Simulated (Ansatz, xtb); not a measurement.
## Relative energy of two isomers of C3H8ClPSi2

We compare I, `C#CC[Si@@H](Cl)P[SiH3]`, a singlet, with II, `CC#C[Si@@H](Cl)P[SiH3]`, a singlet. Both are isolated molecules in the gas phase, relaxed with PBE0-D3(BJ)/def2-SVP, each in the lowest conformer that the search found.

Q: Which of the two would you expect CCSD(T)/def2-SVP + ΔMP2/def2-TZVPP electronic energies to favour?

A: Structure II; the calculation gives E(II) − E(I) = −9.7 kcal/mol.

Level by level:

```json
{"level": "GFN2-xTB", "geometry": "GFN2-xTB", "E(II) − E(I) (kcal/mol)": "−9.4", "departure from the last row (kcal/mol)": "+0.2", "job, with rough time for the two": "optimisation, 0.3 s"}
{"level": "HF/STO-3G", "geometry": "GFN2-xTB", "E(II) − E(I) (kcal/mol)": "−11.7", "departure from the last row (kcal/mol)": "−2.0", "job, with rough time for the two": "single point, 0.38 s"}
{"level": "r2SCAN-D4/def2-SVP", "geometry": "GFN2-xTB", "E(II) − E(I) (kcal/mol)": "−10.2", "departure from the last row (kcal/mol)": "−0.5", "job, with rough time for the two": "single point, 2.2 s"}
{"level": "PBE0-D3(BJ)/def2-SVP", "geometry": "PBE0-D3(BJ)/def2-SVP", "E(II) − E(I) (kcal/mol)": "−9.0", "departure from the last row (kcal/mol)": "+0.7", "job, with rough time for the two": "optimisation, 65 s"}
{"level": "HF/def2-SVP", "geometry": "PBE0-D3(BJ)/def2-SVP", "E(II) − E(I) (kcal/mol)": "−12.2", "departure from the last row (kcal/mol)": "−2.5", "job, with rough time for the two": "part of the CCSD(T) run"}
{"level": "MP2/def2-SVP", "geometry": "PBE0-D3(BJ)/def2-SVP", "E(II) − E(I) (kcal/mol)": "−10.0", "departure from the last row (kcal/mol)": "−0.3", "job, with rough time for the two": "part of the CCSD(T) run"}
{"level": "CCSD(T)/def2-SVP", "geometry": "PBE0-D3(BJ)/def2-SVP", "E(II) − E(I) (kcal/mol)": "−9.8", "departure from the last row (kcal/mol)": "−0.1", "job, with rough time for the two": "single point"}
{"level": "CCSD(T)/def2-SVP + ΔMP2/def2-TZVPP", "geometry": "PBE0-D3(BJ)/def2-SVP", "E(II) − E(I) (kcal/mol)": "−9.7", "departure from the last row (kcal/mol)": "", "job, with rough time for the two": "single point, 30 s"}
```

As drawn, both hold the same kinds of bond in the same numbers. Structure I has 0 methyl groups, II 1.

None of the levels shown reverses the order. The largest departure from CCSD(T)/def2-SVP + ΔMP2/def2-TZVPP is that of HF/def2-SVP, 2.5 kcal/mol. The last row adds to CCSD(T) the change of the MP2 difference between the two basis sets, here +0.1 kcal/mol.

With thermal terms from frequencies at re-optimised GFN2-xTB minima (ideal gas, soft modes damped towards free rotors, one conformer each, 298.15 K, 1 atm): the zero-point term adds +0.4 kcal/mol; ΔH is −8.9 and ΔG −10.2 kcal/mol.

The correlated steps freeze 23 core orbitals. Run with Ansatz 0.2.0, xtb 6.7.1; the last row on 4 threads of Intel(R) Xeon(R) 6975P-C (Granite Rapids) on a shared host.
